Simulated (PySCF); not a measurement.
Atom-mapped SMILES (the numbers label the heavy atoms): `[CH3:1][c:2]1[cH:3][p:4][cH:5][c:6]([CH3:7])[c:8]1[CH3:9]` (H(Xn): hydrogen on atom n).

Averaged over atoms made equivalent by symmetry, fast rotation or ring inversion, relativity neglected, isolated molecule, a single conformation. GIAO PBE0/pcSseg-1 shieldings; structure optimised with GFN2-xTB; PySCF 2.14.0 with density-fitted response routines.

δ = σ(ref) − σ, references computed at the same level: 13C (σ = 186.93 ppm), 1H (σ = 31.72 ppm) against TMS; 31P (σ = 318.38 ppm) against H3PO4.

| atoms | nucleus | count | Hirshfeld charge | δ (ppm) |
| --- | --- | --- | --- | --- |
| C8 | 13C | 1 | 0.01 | ? |
| C1/C7 | 13C | 2 | -0.11 | 28.6 |
| C2/C6 | 13C | 2 | 0.01 | ? |
| C3/C5 | 13C | 2 | -0.12 | ? |
| C9 | 13C | 1 | -0.12 | 19.4 |
| P4 | 31P | 1 | 0.06 | 214.4 |
| H(C3)/H(C5) | 1H | 2 | 0.04 | 8.86 |
| H(C9) | 1H | 3 | 0.05 | 2.37 |
| H(C1)/H(C7) | 1H | 6 | 0.05 | 2.59 |

Question: Estimate the values marked ?.

Answer: 
- C3/C5: 163.9 ppm, aromatic CH
- C2/C6: 146.9 ppm, substituted aromatic carbon
- C8: 141.5 ppm, substituted aromatic carbon

Shifts are as computed. Against solution values, carbons near 30 ppm lie about +3 ppm off and those near 130 ppm about +5 ppm. Of 1211 compounds with measured shifts, 218 miss one by over three times the rms of a fit or turn the order of signals round; such compounds aren't used in these exercises. Experimental scales use liquid or dissolved standards, which lie at an offset from isolated H3PO4.
